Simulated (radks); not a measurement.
Removal energies from the argon ion Ar8+, [Ne], by Delta-SCF beside the eigenvalue of the level emptied. Calculated with a radial shooting solver on a logarithmic mesh with Libxc functionals: Dirac Kohn-Sham, PBE, spin-unpolarised, spherical densities, finite nucleus; Fermi nuclear charge, rms radius of each element as measured or else 0.836 A^(1/3) + 0.57 fm. Sub-shells are occupied by j as written (lower j first in brackets).

| removed from | final configuration | Delta-SCF (eV) | -eigenvalue (eV) |
|---|---|---|---|
| 2p3/2 | [He] 2s2 2p(1/2: 2, 3/2: 3) | 423.80 | 394.56 |
| 2p1/2 | [He] 2s2 2p(1/2: 1, 3/2: 4) | 426.26 | 396.87 |
| 2s1/2 | [He] 2s1 2p6 | 487.80 | 461.23 |
| 1s1/2 | 1s1 2s2 2p6 | 3409.4 | 3295.4 |
